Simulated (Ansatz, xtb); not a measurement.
# Two isomers of C4H5BFN

We compare I, `Bn1ccc(F)c1`, a singlet, with II, `Bn1cccc1F`, a singlet. Both are isolated molecules in the gas phase, relaxed with B3LYP/def2-SVP; the shapes shown needn't be the lowest conformers.

I (Å):

```xyz
12

C     0.7621   -1.6460    0.6298
C     0.8191   -1.7556   -0.7309
C    -0.1226   -0.7986   -1.2430
C    -0.7164   -0.1447   -0.2025
B    -0.5034   -0.2722    2.3061
F    -0.3626   -0.5976   -2.5358
N    -0.1723   -0.6647    0.9815
H    -1.3280    0.5883    2.4640
H     0.0572   -0.8193    3.2188
H     1.3053   -2.1803    1.4056
H     1.4438   -2.4247   -1.3185
H    -1.4701    0.6368   -0.1890
```

II (Å):

```xyz
12

C     0.0023   -1.9877    0.1346
C    -0.0691   -1.5444   -1.1525
C    -0.1282   -0.0987   -1.1267
C    -0.0882    0.2480    0.1880
B     0.0529   -0.9139    2.4270
F    -0.1148    1.4467    0.7461
N    -0.0075   -0.8781    1.0055
H     0.0357    0.1172    3.0392
H     0.1197   -1.9916    2.9551
H     0.0609   -2.9919    0.5456
H    -0.0800   -2.1684   -2.0443
H    -0.1915    0.5848   -1.9697
```

Energies in hartree; the thermal terms are from GFN2-xTB frequencies at re-optimised GFN2-xTB minima (ideal gas, soft modes damped towards free rotors, one conformer each, 298.15 K, 1 atm) and include the zero-point energy:

|  | I | II |
| --- | --- | --- |
| E, CCSD(T)/def2-SVP | −333.719299 | −333.720376 |
| E, MP2/def2-SVP | −333.641554 | −333.642550 |
| E, MP2/def2-TZVPP | −334.253866 | −334.253550 |
| zero-point energy | 0.084056 | 0.084053 |
| H(298 K) − E | 0.091072 | 0.091086 |
| G(298 K) − E | 0.054492 | 0.054500 |

**Question.** Correct the CCSD(T) difference for the basis set by the MP2 change, then work out ΔE, ΔE₀, ΔH and ΔG for I → II in kJ/mol (1 Eh = 2625.50 kJ/mol) and the equilibrium ratio [II]/[I].

**Answer.** 1. Differences II − I: CCSD(T) −0.001077, MP2 in the small set −0.000996, MP2 in the large set +0.000316 Eh.
2. ΔE = −0.001077 + (+0.000316 − (−0.000996)) = +0.000235 Eh = +0.62 kJ/mol.
3. ΔE₀ = ΔE + ΔZPE = +0.000235 + (−0.000003) Eh = +0.61 kJ/mol.
4. ΔH = ΔE + (+0.000014) Eh = +0.65 kJ/mol.
5. ΔG = ΔE + (+0.000008) Eh = +0.64 kJ/mol, so ΔS = (ΔH − ΔG)/T = +0.1 J/(mol K).
6. kT = 0.9442 mEh, so K = [II]/[I] = exp(−ΔG/kT) = exp(−0.26) ≈ 0.77.

The two are too close for this level to say which is favoured. An error of 4 kJ/mol in ΔG would change K by a factor of 5. Mirror images and further conformers aren't counted.

As drawn, both hold the same kinds of bond in the same numbers.

Other levels gave ΔE = −1.2 (GFN2-xTB); −7.4 (HF/STO-3G, GFN2-xTB geometries); −2.5 (r2SCAN-D4/def2-SVP, GFN2-xTB geometries); −1.0 (B3LYP/def2-SVP); −3.9 (HF/def2-SVP); −2.6 (MP2/def2-SVP); −2.8 (CCSD(T)/def2-SVP) kJ/mol. The correlated steps freeze 7 core orbitals. Programs: Ansatz 0.2.0, xtb 6.7.1.
